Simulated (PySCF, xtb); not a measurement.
Dissociation curve of H3B, SMILES B. The B1–H4 bond (B1 also carries H, H; H4 carries nothing else) is pulled apart rigidly from the PBE0/def2-TZVP optimised geometry.

- RHF/STO-3G = restricted Hartree-Fock/STO-3G (PySCF)
- GFN1-xTB (xtb)
- UKS-B3LYP/6-31G* = PySCF with unrestricted B3LYP/6-31G*, spherical d
- UCCSD(T) = PySCF 2.14.0 with CCSD(T) on UHF/cc-pVTZ, 1 core orbital frozen

Energies relative to the lowest point of each curve near equilibrium, in kcal/mol; the last columns give the difference from UCCSD(T):

```csv
R / Å,RHF/STO-3G,GFN1-xTB,UKS-B3LYP/6-31G*,UCCSD(T),RHF/STO-3G − UCCSD(T),GFN1-xTB − UCCSD(T),UKS-B3LYP/6-31G* − UCCSD(T)
0.94,28.5,25.7,29.0,27.6,1.0,-1.9,1.4
1.02,10.1,9.4,11.6,11.0,-0.8,-1.6,0.7
1.08,3.0,3.2,4.5,4.1,-1.1,-1.0,0.3
1.12,0.7,1.0,1.8,1.6,-0.9,-0.6,0.2
1.15,0.0,0.2,0.6,0.5,-0.5,-0.3,0.1
1.19,0.3,0.0,0.0,0.0,0.3,0.0,0.0
1.23,1.8,0.6,0.3,0.4,1.4,0.2,-0.1
1.27,4.3,1.9,1.4,1.5,2.8,0.3,-0.1
1.33,9.6,4.7,4.2,4.3,5.3,0.4,-0.1
1.37,13.9,7.1,6.6,6.7,7.2,0.5,-0.1
1.49,30.0,15.9,15.7,15.6,14.3,0.3,0.1
1.60,47.3,25.0,25.4,25.1,22.1,-0.1,0.3
1.79,79.7,41.2,42.9,42.1,37.6,-0.9,0.8
1.99,114.0,57.8,60.7,59.0,55.0,-1.2,1.7
2.15,140.0,70.2,73.8,70.9,69.0,-0.8,2.8
2.37,172.2,85.2,88.8,84.5,87.6,0.7,4.3
2.62,203.0,99.1,99.2,96.2,106.9,2.9,3.0
2.92,232.2,111.4,105.8,104.8,127.3,6.6,0.9
3.25,255.5,120.4,109.3,108.7,146.9,11.7,0.6
3.56,270.9,—,110.9,109.8,161.1,—,1.1
4.17,288.6,—,—,110.3,178.3,—,—
```

RHF/STO-3G is furthest from UCCSD(T) at 4.17 (178.3 kcal/mol, above); its mean absolute difference over the points is 48.9 kcal/mol.

GFN1-xTB is furthest from UCCSD(T) at 3.25 (11.7 kcal/mol, above); its mean absolute difference over the points is 1.7 kcal/mol.

UKS-B3LYP/6-31G* is furthest from UCCSD(T) at 2.37 (4.3 kcal/mol, above); its mean absolute difference over the points is 0.9 kcal/mol.

A dash means that the run gave no value there, or that the column was ended at a point which the program doubted or which failed a test of continuity chosen for this set; such a test can also cut sound points.

The restricted form behind RHF/STO-3G keeps the bonding electrons paired and can't separate into open-shell fragments. The unrestricted solution behind UKS-B3LYP/6-31G* changes between 3.56 and 4.17 Å, which can leave a kink. The unrestricted determinant behind UKS-B3LYP/6-31G* is spin-contaminated at 2.37 to 3.56 Å (<S²> up to 1.0, against 0.00 for a pure singlet). The unrestricted determinant behind UCCSD(T) is spin-contaminated at 1.99 to 4.17 Å (<S²> up to 1.0, against 0.00 for a pure singlet).
